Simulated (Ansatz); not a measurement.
Program: Ansatz. Geometries: PBE0-D4/def2-TZVP. ΔE: electronic, gas phase. CCSD(T)/CBS is the MP2 limit (def2-TZVPP, def2-QZVPP) plus CCSD(T) − MP2 in def2-TZVPP, frozen cores. This one scheme is used for every species. DFT in def2-TZVPP. B3LYP here is the variant with VWN-RPA as its local correlation; programs differ in this. HSE06 is defined as in plane-wave codes. Open shells (•) are unrestricted, without spin–orbit coupling. For Ge outer-core shells are correlated without core-valence functions, which leaves a few kJ/mol of doubt a bond. Scalar relativity is left out up to krypton. Each species was taken in one conformer, which may not be the lowest.

`[CH3][GeH]([F])[SH]` + `[SiH3]`• → `[CH3][Ge]([F])[SH]`• + SiH₄  (hydrogen abstraction from a Ge–H bond)

Question: Is it downhill or uphill in electronic energy at CCSD(T)/CBS, and by how much? (Best estimate.)

Answer: The calculation gave: Downhill: ΔE = -0.32 eV.

Question: What do these levels give: BLYP-D4, r2SCAN-D4, B3LYP-D4, HSE06-D4, ωB97M-V, revPBE, r2SCAN, CAM-B3LYP, LC-ωPBE, MP2/def2-TZVPP, HF/CBS(def2), MP2/CBS(def2)? (An estimate is asked.)

Answer: Ansatz gave: BLYP-D4 -0.57, r2SCAN-D4 -0.38, B3LYP-D4 -0.49, HSE06-D4 -0.38, ωB97M-V -0.47, revPBE -0.47, r2SCAN -0.38, CAM-B3LYP -0.42, LC-ωPBE -0.29, MP2/def2-TZVPP -0.28, HF/CBS(def2) -0.28, MP2/CBS(def2) -0.30 eV.

Largest T1 diagnostic among the species: 0.015.

From PBE to PBE0 (25 % exact exchange), in def2-TZVPP and without D4, ΔE moves by +0.09 eV. At CCSD(T), def2-SVP lies +0.06 eV from the extrapolated value and def2-TZVPP +0.02 eV.
